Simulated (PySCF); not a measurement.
Computed with PBE-D3(BJ)/def2-TZVP // PBE0-D3(BJ)/def2-TZVP (PySCF). Gas-phase values, no solvent. Delta-SCF ions had no search for a lower state. Excitations are Tamm–Dancoff values on a coarser integration grid. The basis has no diffuse functions, so Rydberg states are missing or too high.

Reference species (SMILES): `C1=[SiH][SiH2][SiH2]1` (neutral, multiplicity 1).

HOMO: -5.97 eV
brightest of the four lowest singlets (TDA): 4.68 eV
vertical ionisation energy (Delta-SCF): 8.64 eV
LUMO: -2.55 eV

Changed species: `C1[SiH]=[SiH][SiH2]1`.

Task: What does the change do to the HOMO, brightest of the four lowest singlets (TDA), vertical ionisation energy (Delta-SCF) and LUMO?

Result: the HOMO rises by 0.94 eV, to -5.03 eV; the brightest of the four lowest singlets (TDA) falls by 0.65 eV, to 4.03 eV; the vertical ionisation energy (Delta-SCF) decreases by 1.03 eV, to 7.61 eV; the LUMO goes up by 0.28 eV, to -2.27 eV.
